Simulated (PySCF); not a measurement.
Telling isomers of C$_{5}$H$_{6}$F$_{2}$O$_{2}$ apart by NMR

Computed data (PySCF): geometry from PBE0-D3(BJ)/def2-SVP, couplings computed with B3LYP/pcJ-1 (spin–dipole term left out of most H,H and C,H couplings), NMR shieldings at PBE0/pcSseg-1/GIAO. Fast rotation and ring inversion assumed for equivalent nuclei, one computed conformer, relativity neglected, in vacuum.

References, each an isolated molecule treated in the same way: TMS for ¹H (31.27 ppm), ¹³C (184.41 ppm). Multiplet labels drop J under 1 Hz and among equivalent protons, and merge close values. Unscaled 3J(H,H) run several per cent high. One-bond C–F couplings are unscaled and too large by tens of Hz. Shifts are as computed. Against solution values, carbons near 30 ppm lie about +2 ppm off and those near 130 ppm about +5 ppm. Of 1309 compounds with measured shifts, 239 miss one by over three times the rms of a fit or turn the order of signals round; such compounds aren't used in these exercises.

(1) Tabulate the signals of `CCOC(=O)C=C(F)F`, `F[C@@H]1OC[C@@]12CO[C@@H]2F` and their relative energies.

(2) What is the quickest way to tell CCOC(=O)C=C(F)F from F[C@@H]1OC[C@@]12CO[C@@H]2F?

Results:

(1) 
```json
{"SMILES": "CCOC(=O)C=C(F)F", "carbon types": "2×C 1×CH 1×CH2 1×CH3", "δC": "172.0, 166.5, 81.2, 60.6, 15.8", "δH": "4.65 (dd, 1H), 4.18 (q, 2H), 1.27 (t, 3H)", "E rel. (kcal/mol)": "0.0"}
{"SMILES": "F[C@@H]1OC[C@@]12CO[C@@H]2F", "carbon types": "1×C 2×CH 2×CH2", "δC": "115.0, 112.6, 73.0, 69.2, 50.0", "δH": "6.02 (d, 1H), 5.81 (dd, 1H), 4.88 (ddd, 1H), 4.61 (m, 1H), 4.51 (m, 1H), 4.24 (ddd, 1H)", "E rel. (kcal/mol)": "33.0"}
```

Energies are electronic energies at PBE0/pcSseg-1 on these geometries, without zero-point or thermal terms, each for the one conformer computed, which needn't be the lowest.

(2) Both give the same number of carbon signals, but DEPT or the intensities differ. The first has a β carbon of a C=C–C=O unit (C) at 172.0 ppm, the second a quaternary sp3 carbon in a ring (C) at 50.0 ppm. Their most deshielded carbons lie at 172.0 and 115.0 ppm. In the proton spectra the most deshielded non-exchanging signals are 4.65 (dd, J = 21.6, 1.2 Hz, 1H) and 6.02 (d, J = 80.6 Hz, 1H).
